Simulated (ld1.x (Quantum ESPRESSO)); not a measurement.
# Cl (Z = 17), ultrasoft: configuration errors across variants

```
Element                 : Cl (Z = 17)
Generator               : ld1.x (Quantum ESPRESSO) 7.5
Type                    : ultrasoft
Functional              : PBE
Relativity              : scalar-relativistic
Frozen core             : [Ne]
Valence charge          : 7
Reference configuration : 3s2 3p5
Partial waves           : 3s (bound): rcut 1.20, rcutus 1.40 bohr; 3s channel at 1.4 Ry: rcut 1.20, rcutus 1.40 bohr; 3p (bound): rcut 0.95, rcutus 1.00 bohr; 3p channel at -0.1 Ry: rcut 0.95, rcutus 1.00 bohr; 3d channel at 0.2 Ry: rcut 1.15, rcutus 1.40 bohr; 3d channel at 0.65 Ry: rcut 1.15, rcutus 1.40 bohr
Local potential         : all-electron potential smoothed inside 1.15 bohr (lloc = -1)
Core correction         : a·sin(br)/r model core, default radius (core density twice the valence density)
Augmentation charge     : built from norm-conserving waves at rcut, not smoothed further
```

All-electron excitation energies from the reference (eV): (1) 3s2 3p4 13.875; (2) 3s2 3p3 39.322; (3) 3s2 3p2 77.630; (4) 3s1 3p6 12.153; (5) 3s2 3p1 129.873; (6) 3s2 3p4.5 5.583; (7) 3s1 3p5 26.584.

The default core radius of the base comes out at 0.79 bohr.

4 further variants failed, have other tests or another functional or relativity, and are left out.

A true bound ghost makes a file unfit for plane-wave use even where its test errors are small: the radial tests pick states by their node count and pass the ghost by.

Errors AE − PS in meV (a dash: test not solved or not reliable):

| change | (1) | (2) | (3) | (4) | (5) | (6) | (7) | bound ghosts |
| --- | --- | --- | --- | --- | --- | --- | --- | --- |
| base | -0.3 | +3.5 | +20 | +1.6 | +62 | -0.3 | +2.2 | p |
| core correction a·sin(br)/r model core inside 1.08 bohr | -0.3 | +2.4 | +13 | +5.2 | +42 | -0.3 | +2.4 | p |
| all radii but the core radius scaled by about 1.34 (s 1.88, p 1.34, d 1.88 bohr, rcut 1.62/1.28/1.54); local potential all-electron potential smoothed inside 1.54 bohr (lloc = -1) | – | – | – | – | – | – | – | not determined |
| waves 3s (bound): rcut 1.20, rcutus 2.08 bohr; 3s channel at 1.4 Ry: rcut 1.20, rcutus 2.08 bohr | -0.2 | +4.4 | +27 | +1.8 | +99 | -0.3 | +2.5 | p |
| waves 3d channel at 0.2 Ry: rcut 1.15, rcutus 1.74 bohr; 3d channel at 0.65 Ry: rcut 1.15, rcutus 1.74 bohr | -0.3 | +3.5 | +20 | +1.6 | +62 | -0.3 | +2.2 | p |
| local potential all-electron potential smoothed inside 1.35 bohr (lloc = -1) | -0.4 | +3.2 | +19 | +1.7 | +61 | -0.4 | +2.2 | p |

Give the same row for: type TM; waves now 3s (bound): rc 1.40 bohr; 3p (bound): rc 1.00 bohr; 3d channel at 0.2 Ry: rc 1.40 bohr; local potential the d channel.

+6.2, +39, +125, +1.4, +292, +1.1, +12; bound ghosts: none.
